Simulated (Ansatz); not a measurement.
Reaction (SMILES): [O]B(O)Br → [O-]B(O)Br (an electron is taken up)
Geometries: B3LYP-D3(BJ)/def2-TZVP minima from Ansatz (a first-principles code), one conformer each, not searched for the lowest. Frequencies are from Ansatz.

Quantity: adiabatic electron affinity (0 K, with B3LYP-D3(BJ) harmonic zero-point energies), positive where the reaction releases energy, in eV. Correlated levels leave the core frozen unless marked. Open shells are spin-unrestricted. No spin-orbit coupling. Frozen are the shells of the preceding noble gas and the d and f shells that filled before the atom's block. Non-relativistic. Anions need diffuse functions: aug- sets have them; def2-D sets add few; the other sets have none. Basis-set limits of correlation are two-point, X^-3; Hartree-Fock from the larger set.

```json
[
 {"level": "HF/cc-pVQZ", "program": "Ansatz", "adiabatic electron affinity (eV)": "2.18"},
 {"level": "PBE-D3(BJ)/def2-TZVPD", "program": "Ansatz + dftd3", "adiabatic electron affinity (eV)": "3.53"}
]
```

Q: What does CCSD(T)/CBS(aug-cc-pVTZ,aug-cc-pVQZ) (Ansatz) give?

A: 3.93 eV
